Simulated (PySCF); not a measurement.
Compound: C6H8FN.
Cartesian coordinates in Å at the PBE0-D3(BJ)/def2-SVP level; atoms count from 1:
```
atom  x, y, z in Å
N1    -0.0893   -0.5419   -2.9629
C2     0.3552   -0.1631   -1.9631
C3     0.8946    0.3064   -0.6875
C4     0.9068   -0.8342    0.3503
C5    -0.5182   -0.8064    0.8900
C6    -0.7845    0.6775    1.0802
F7    -0.2435    1.0708    2.2932
C8    -0.0242    1.3837   -0.0509
H9     1.9048    0.6955   -0.8858
H10    1.6118   -0.5696    1.1527
H11    1.2143   -1.7993   -0.0745
H12   -1.2185   -1.2143    0.1427
H13   -0.6598   -1.3602    1.8283
H14   -1.8558    0.9316    1.1053
H15    0.5749    2.1875    0.3979
H16   -0.6951    1.8422   -0.7896
```

Computed, not measured: TDDFT PBE0/def2-SVPD, vertical, gas phase, core orbitals frozen in the response in PySCF 2.14.0, density-fitted response routines.

Ground-to-excited transition dipoles (e·a0, same axes as the geometry; the sign carries no meaning), for the states with f of 0.002 or more among the lowest 8:

```tsv
state	E (eV)	μx	μy	μz
S2	7.978	0.147	-0.027	0.001
S3	7.999	-0.019	-0.135	0.061
S4	8.614	0.024	-0.123	-0.123
S5	8.658	-0.111	0.233	-0.185
S6	8.764	-0.134	0.033	-0.070
S7	8.895	0.204	0.108	0.039
S8	8.999	0.175	0.138	0.005
```

(1) What oscillator strength does each state have?

(2) Which bond between heavy atoms lies closest to the direction of the S5 transition dipole?

(3) What angle do the transition dipoles of S5 and S8 make?

(4) How is the summed strength of these states shared among x, y and z?

Results:

(1) f = (2/3) ΔE |μ|² with ΔE in hartree (27.2114 eV).

```tsv
state	|μ|² (au)	|μ| (D)	f
S2	0.022	0.38	0.004
S3	0.022	0.38	0.004
S4	0.031	0.45	0.006
S5	0.101	0.81	0.021
S6	0.024	0.39	0.005
S7	0.055	0.59	0.012
S8	0.050	0.57	0.011
```

(2) C3–C4, at 20° from it; next C5–C6 at 45°.

(3) |cos θ| = |μa·μb| / (|μa| |μb|) = 0.17, so θ ≈ 80° (taken between 0 and 90°, since the signs are arbitrary).

(4) (2/3) Σ ΔE μα² gives 0.027 for x, 0.025 for y and 0.013 for z, 0.065 in all.

The vertical ionisation energy (ΔSCF) is 11.33 eV, 2.33 eV above S8.

One conformer stands for the species.
